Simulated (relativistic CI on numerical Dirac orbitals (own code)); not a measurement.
Method of calculation: Dirac-Coulomb-Breit CI, KLI orbitals optimised for each configuration, model QED, unscaled Slater integrals (own radial code, finite nucleus).

The strongest absorption lines from the ground level of an ion, among the configurations computed and to levels below about 150 eV (vacuum wavelength in Å, gf): 93.856 (0.34), 98.078 (0.49), 99.293 (0.39), 139.57 (8.9), 141.39 (0.84), 144.37 (3.5), 145.16 (13), 160.58 (0.55).

(1) Which ion is it?
A. Cd XIV
B. Cd XII
C. Ru VIII
D. Sn XIV

Answers

(1) B. Cd XII has 37 electrons and the ground level 4s2 4p6 4d 2D_3/2; the strongest line goes to 4s2 4p5 4d2 2F°_5/2. The pattern of lines fixes the number of electrons, and along that sequence the line energies rise steadily with the charge (about as its square where n changes within one kind of shell, about linearly where n is kept but much faster in heavy ions where fine structure, which grows about as Z⁴, sets the gap, and irregularly where shells cross), which fixes Z. Configurations outside the model, such as inner-shell arrays, can give stronger lines. At this charge energies of transitions that change n are usually good to better than 1 %, and those within a shell (Δn = 0) to a few per cent.

LS names give the leading component of a level, which can be under half, so a name can repeat, a term be missing and a line seem to break the LS rules.
